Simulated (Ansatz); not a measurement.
The cluster W₂F₄ (the lowest singlet isomer of a short search) was relaxed with r2SCAN-D4 (def2-SVP) in Ansatz in these states: neutral quintet, neutral triplet. The geometries follow in no particular order.

In the def2 sets W takes a core potential; there is no spin–orbit coupling.

A:

```xyz
6

W     0.640   -0.301   -0.931
W    -0.511    0.499    0.926
F     2.456   -0.169   -0.482
F    -0.763   -1.033    1.976
F    -0.686   -1.190   -1.915
F    -1.137    2.195    0.426
```

B:

```xyz
6

W    -1.158   -0.266   -0.078
W     1.158    0.266    0.078
F    -1.759   -0.640    1.672
F     1.759    0.640   -1.672
F    -1.643   -0.094   -1.895
F     1.643    0.094    1.895
```

Question: Judge from the bond lengths which geometry belongs to which state (an estimate).

Answer: A is the neutral triplet (W1–W2 2.327 Å, W2–F4 1.875 Å, W1–F5 1.875 Å); B is the neutral quintet (W1–W2 2.382 Å, W2–F4 1.888 Å, W1–F5 1.888 Å).

At PBE0-D4/def2-TZVP a triplet lies 1.06 eV below the neutral quintet. These are the stationary points nearest to one start from a short search; other shapes may lie lower in each state.
